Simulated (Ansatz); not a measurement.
Total energies of Cd₉S₈Cl₂ from Ansatz at PBE0-D4/def2-TZVP, gas phase (1 Eh = 27.2114 eV = 2625.5 kJ/mol). The reference geometry is relaxed at PBE-D4/def2-SVP.

Cartesian coordinates in Å:
```
S -1.0078 -4.6189 0.1358
S 2.6129 -1.9777 -0.0212
S -2.4700 2.6261 -2.0443
S 2.1175 2.4489 -1.1232
S -1.0732 -0.5414 -0.2687
S 0.7064 -1.8101 3.4584
S -0.8689 2.7055 2.3783
S 2.6802 1.5176 3.1898
Cd -1.9976 -2.9817 -1.2153
Cd -2.0461 0.1653 -2.5855
Cd 1.4477 -0.0970 -1.1035
Cd 0.3110 -2.8156 1.1620
Cd 2.7387 -0.7300 2.1192
Cd -0.0228 2.7049 -2.2143
Cd -1.8699 1.8309 0.3359
Cd 1.5413 2.6216 1.3033
Cd 0.1211 0.5616 3.2804
Cl -3.2738 -1.9609 -3.1305
Cl 0.3532 0.3509 -3.6566
```

```
                 state                    geometry  energy (Eh)
      charge 0 singlet                   reference  -5615.34128
      charge 1 doublet                   reference  -5615.06036
      charge 1 doublet  relaxed at PBE-D4/def2-SVP  -5615.06643
     charge -1 doublet                   reference  -5615.41952
     charge -1 doublet  relaxed at PBE-D4/def2-SVP  -5615.44214
 free S atom (triplet)                           –   -397.97371
free Cd atom (singlet)                           –   -167.77479
free Cl atom (doublet)                           –   -459.99739
```

In the def2 sets Cd takes a core potential; there is no spin–orbit coupling. Single mean-field runs in def2-TZVP are fitted with def2-universal-jkfit.

Problem. Work out the vertical ionisation energy to the doublet.

Solution. E(charge 1 doublet) − E(charge 0 singlet) = -5615.06036 − (-5615.34128) = 0.28092 Eh = 7.64 eV. For comparison, −ε of the highest occupied level is 6.41 eV at this level, 1.23 eV less.

Problem. Work out the vertical electron affinity, to the doublet.

Solution. E(charge 0 singlet) − E(charge -1 doublet) = -5615.34128 − (-5615.41952) = 0.07824 Eh = 2.13 eV. The basis lacks diffuse functions, which makes affinities too small.

Problem. Give the fundamental gap IE − EA, the Mulliken electronegativity (IE + EA)/2 and the hardness (IE − EA)/2.

Solution. From the values in Eh: IE − EA = 0.28092 − 0.07824 = 0.20268 Eh = 5.52 eV; (IE + EA)/2 = 4.89 eV; (IE − EA)/2 = 2.76 eV. The HOMO–LUMO gap of the same run is 3.28 eV, 2.24 eV smaller than the fundamental gap.

Problem. How much does the charge 1 doublet relax, and what is the adiabatic ionisation energy?

Solution. Relaxation: -5615.06036 − (-5615.06643) = 0.00607 Eh = 0.17 eV. Adiabatic ionisation energy: 0.27485 Eh = 7.48 eV, without zero-point energy. 

Problem. How much does the charge -1 doublet relax, and what is the adiabatic electron affinity?

Solution. Relaxation: -5615.41952 − (-5615.44214) = 0.02262 Eh = 0.62 eV. Adiabatic electron affinity: 0.10086 Eh = 2.74 eV, without zero-point energy. Bonds change on the way (1 lost, 0 formed), so the relaxed form is another species. 

Problem. What is the binding energy per atom against free atoms?

Solution. Atoms: 8 × (-397.97371) + 9 × (-167.77479) + 2 × (-459.99739) = -5613.75757 Eh. Binding: -5613.75757 − (-5615.34128) = 1.58371 Eh = 43.09 eV, or 2.27 eV for each of 19 atoms (no zero-point energy, no counterpoise term).
